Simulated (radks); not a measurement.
Species: Tc37+. Configuration: [He] 2s2 2p2.

Method: Dirac Kohn-Sham, PBE, spin-unpolarised, spherical densities, point nucleus; open shells are shared between the two j in proportion to 2j + 1; computed with a radial shooting solver on a logarithmic mesh with Libxc functionals.

Energy parts (eV):
total: -73484.163
kinetic: 77215.616
electron-nucleus: -154493.859
Hartree: 5071.443
exchange-correlation: -1277.363

Orbitals (lengths in bohr, moments of r in powers of bohr):
orbital,occ.,eigenvalue (eV),<1/r>
1s1/2,2,-23760.78,44.82
2s1/2,2,-5427.285,10.81
2p1/2,0.666667,-5288.684,10.74
2p3/2,1.33333,-5152.701,10.21
3s1/2,0,-2294.249,4.591
3p1/2,0,-2248.657,4.556
3p3/2,0,-2210.749,4.408

The highest occupied level is 2p3/2 at -5152.7 eV. Summed over all electrons, <r^2> = 0.08626 bohr^2, which gives a Langevin (diamagnetic) susceptibility term of -0.0683 x 10^-6 cm^3/mol. The density falls to 0.001 e/bohr^3 at r = 0.50 bohr.
